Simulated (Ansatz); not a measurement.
An input meant for PdAu2 (charge 0, singlet; with a point charge).

```yaml
crystal:
  periodic: [false, false, false]
  atoms:
    - {symbol: Pd, position_ang: [-1.088496, 0.089801, -1.021771]}
    - {symbol: Au, position_ang: [1.461771, -0.090269, -0.470541]}
    - {symbol: Au, position_ang: [-0.373275, 0.000478, 1.492312]}
basis:
  gaussian: {orbitals: def2-SVPD, point_charges: [{charge: 1.00, position_ang: [5.220, -0.830, 0.473]}]}
magnetization: {spin_polarized: true, initial_magnetization: 1}
hamiltonian: {xc: {name: wPBEh}}
output: {forces: true}
```

```sh
$ ansatz run in.yaml --threads 4 --pin off --events-out ev --progress --plain --max-ram 3916MiB
```

(1) Predict how Ansatz answers.

## Answers

(1) The program refused the input. The number of unpaired electrons doesn't fit the electron count.
```
Error: a molecule whose nuclei and cores have a total charge of 56 cannot have a net charge of 0 together with 1 unpaired electrons
```
